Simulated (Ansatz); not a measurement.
Coupled-cluster run, CH₆BFSeSi.

```yaml
crystal:
  periodic: [false, false, false]
  atoms:
    - {symbol: B, position_ang: [-1.011926, 1.284386, 0.413701]}
    - {symbol: C, position_ang: [-1.420125, 0.040273, -0.392508]}
    - {symbol: F, position_ang: [-0.852951, -0.243565, -1.589294]}
    - {symbol: Se, position_ang: [-0.305887, -0.701049, 1.178481]}
    - {symbol: Si, position_ang: [1.667918, -0.858586, 0.006681]}
    - {symbol: H, position_ang: [-1.773030, 1.666488, 1.251959]}
    - {symbol: H, position_ang: [-0.083001, 1.937831, 0.049057]}
    - {symbol: H, position_ang: [-2.387673, -0.450811, -0.320002]}
    - {symbol: H, position_ang: [1.544310, -1.888177, -1.049904]}
    - {symbol: H, position_ang: [2.644578, -1.298062, 1.033133]}
    - {symbol: H, position_ang: [2.043186, 0.454170, -0.560705]}
basis:
  gaussian: {orbitals: def2-SVP}
correlation: {method: ccsd_t}
```

```sh
$ ansatz run in.yaml --threads 4 --pin off --events-out ev --progress --plain
```

Output of Ansatz, abridged:

```
Functional definition: HF
1200 factors; integrals over basis functions are off by at most 1.2e-3 eV
mean field evaluation 1: about -77651.5051 eV, gradient 2.5e1 eV
mean field evaluation 2: about -77651.5712 eV, gradient 2.5e1 eV
mean field evaluation 4: about -77653.7502 eV, gradient 3.6e0 eV
mean field evaluation 8: about -77653.7924 eV, gradient 2.2e-1 eV
mean field -77653.79281986 eV, -2853.7242504986 hartree, gradient 2.0e-6 eV, S^2 0.000000; 0 other end points of the search recorded, 0 dependent functions left out
17 core orbitals not correlated: weight in the atoms' cores, before any rotation towards them, 1.000 or more for the frozen orbitals, at most 0.000 for the correlated occupied ones
reference -77653.79281986 eV, -2853.7242504986 hartree; 20, 20 occupied and 85, 85 virtual orbitals, 1200 factors
second order -20.49240992 eV of doubles, -0.00000000 eV of singles
cycle   1  -21.06039508 eV  change   -5.7e-1 eV  update   1.1e-1
cycle   2  -21.66192535 eV  change   -6.0e-1 eV  update   3.3e-2
cycle   3  -21.78219792 eV  change   -1.2e-1 eV  update   1.7e-2
cycle   4  -21.77250467 eV  change    9.7e-3 eV  update   4.2e-3
cycle   5  -21.77099174 eV  change    1.5e-3 eV  update   2.0e-3
cycle   6  -21.77157546 eV  change   -5.8e-4 eV  update   6.4e-4
cycle   7  -21.77112135 eV  change    4.5e-4 eV  update   2.5e-4
cycle   8  -21.77110234 eV  change    1.9e-5 eV  update   8.6e-5
cycle   9  -21.77115123 eV  change   -4.9e-5 eV  update   3.2e-5
perturbative correction -0.62106534 eV, -0.0228237301 hartree
Total energy: -77676.18503642 eV, -2854.5471492794 hartree
```

It took 7.5 s on 4 threads of a server CPU on a shared host, with 0.73 GiB of host memory at the peak.

Correlation energy per correlated electron: -0.560 eV. T1 diagnostic: 0.0113.
